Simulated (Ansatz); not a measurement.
Basis-set extrapolation for C₃H₁₀BFOSi (`C[Si](C)(C)OBF`) (PBE0-D4/def2-TZVP geometry, frozen core, the Gaussian-basis code of Ansatz). Multiplicity 1, RHF reference.

```json
{"": "HF", "def2-TZVPP": "-607.701062", "def2-QZVPP": "-607.725427"}
{"": "MP2 correlation", "def2-TZVPP": "-1.233041", "def2-QZVPP": "-1.325708"}
{"": "CCSD(T) correlation", "def2-TZVPP": "-1.336758", "def2-QZVPP": "not run"}
```

Energies in hartree. Use E(X) = E(∞) + A·exp(−7.88·√X) for Hartree–Fock and E(X) = E(∞) + B·X^(−2.97) for correlation, with X = 3 and 4, and add CCSD(T) minus MP2 of the smaller set to the MP2 limit.

Problem. What is the CCSD(T) energy at the basis-set limit?

Solution. HF limit: -607.725427 + (-0.024365) × 0.13774 = -607.72878. MP2 limit: -1.325708 + (-0.092667) × 0.74074 = -1.39435. Higher-order term: -1.336758 − (-1.233041) = -0.10372. Total: -609.22685 hartree, 118.6 kcal/mol below CCSD(T)/def2-TZVPP.
